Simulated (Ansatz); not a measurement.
Ansatz (an electronic-structure program) input:
A basis named .json is the Basis Set Exchange file of that set.

Ansatz 0.2 input:
```yaml
crystal:
  periodic: [false, false, false]
  atoms:
    - {symbol: F, position_ang: [1.85274458, -0.39276829, 0.79114800]}
    - {symbol: C, position_ang: [0.58715600, -0.19005286, 0.28100164]}
    - {symbol: C, position_ang: [-0.48129565, -1.12664650, 0.36175010]}
    - {symbol: C, position_ang: [-1.44671651, -0.41940999, -0.28253253]}
    - {symbol: O, position_ang: [-1.05503281, 0.86674054, -0.74741907]}
    - {symbol: C, position_ang: [0.25253816, 0.96157738, -0.36083205]}
    - {symbol: H, position_ang: [-2.48018408, -0.62290429, -0.52873524]}
    - {symbol: H, position_ang: [0.77565331, 1.87108639, -0.60856718]}
basis:
  gaussian:
    orbitals: cc-pwCVTZ.json
total_charge: -1
magnetization: {spin_polarized: false}
correlation: {method: ccsd_t, electrons: outside_noble_gas}
```

Question: Which total energy does the run end on?

Answer: -328.14514 Eh (CCSD(T)/cc-pwCVTZ).

It need not be the lowest isomer of its formula. Whether it binds its extra electron was not tested at this geometry.
